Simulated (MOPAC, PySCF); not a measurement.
C10H8BF, SMILES `Bc1ccc2cc(F)cc-2cc1`, neutral singlet in the gas phase. 

Cartesian coordinates (Å):
```xyz
20

B     -3.5630    -0.0383     0.1362
C     -2.0157    -0.0225     0.0777
C     -1.4070    -0.7461    -0.9758
C     -0.0607    -0.9231    -1.2979
C      1.0739    -0.4247    -0.6562
C      2.4038    -0.6483    -1.0447
C      3.2152     0.0358    -0.1238
F      4.5388     0.0514    -0.1754
C      2.4620     0.7017     0.8578
C      1.1115     0.4476     0.5730
C      0.0188     0.9211     1.3006
C     -1.3440     0.7148     1.0822
H     -4.1975    -0.6482    -0.6894
H     -4.1456     0.5599     1.0074
H     -2.1073    -1.2496    -1.6483
H      0.1405    -1.5404    -2.1800
H      2.7477    -1.2359    -1.8932
H      2.8569     1.2980     1.6776
H      0.2735     1.5433     2.1653
H     -2.0016     1.2033     1.8069
```
Charge 0, spin multiplicity 1.

All levels are single points at this geometry (B3LYP-D3(BJ)/def2-SVP); Pople sets use spherical d functions. Orbital energies aren't observables, and empty levels follow the basis.

```csv
level,HOMO (eV),LUMO (eV),gap (eV),dipole (D),"vertical IE, Delta-SCF (eV)"
PBE-D3(BJ)/def2-TZVP in PySCF,-5.44,-3.68,1.75,0.44,7.79
TPSSh-D3(BJ)/def2-TZVP in PySCF,-5.70,-3.28,2.41,0.00,7.66
B3LYP/6-311+G** in PySCF,-6.09,-3.17,2.91,0.49,–
B3LYP/6-31G* in PySCF,-5.71,-2.78,2.92,0.03,7.49
BP86/6-31G* in PySCF,-5.20,-3.45,1.75,0.68,–
M06-2X/6-31G* in PySCF,-6.89,-2.05,4.85,0.64,–
PBE/6-31G* in PySCF,-5.10,-3.36,1.74,0.71,7.54
HF/3-21G in PySCF,-7.66,0.18,7.84,1.99,–
HF/STO-3G in PySCF,-5.46,3.11,8.58,1.45,–
AM1 in MOPAC,-8.35,-1.62,6.73,2.68,–
PM3 in MOPAC,-8.54,-2.11,6.43,1.68,–
PM6 in MOPAC,-8.66,-1.92,6.74,2.81,–
PM7 in MOPAC,-8.66,-2.04,6.62,3.21,–
```
